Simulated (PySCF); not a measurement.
## How methods differ on the excitation energy of Al⁺

Al⁺ [Ne] 3s2 (1S) → Al⁺ [Ne] 3p2 (3P), as a difference of total energies. Computed with PySCF 2.14 in ANO-RCC-VTZP, with scalar relativity by spin-free X2C-1e. Correlated levels: valence: [Ne] frozen. The calculations carry no spin-orbit coupling.

| method | excitation energy (cm⁻¹) | error (cm⁻¹) |
| --- | --- | --- |
| UHF | 86362 | -7846 |
| MP2 (valence) | 90915 | -3293 |
| SCS-MP2 (valence) | 92917 | -1291 |
| CCSD (valence) | 92931 | -1277 |

Reference: 94208 cm⁻¹ (measured; NIST levels, between the centres of gravity of the two terms).

Errors of the correlated levels include the incompleteness of this basis and the frozen core.

The basis was made for the ground configuration and has no added diffuse functions, so the excitation energy can come out too high.

With two correlated electrons CCSD is exact in that space.
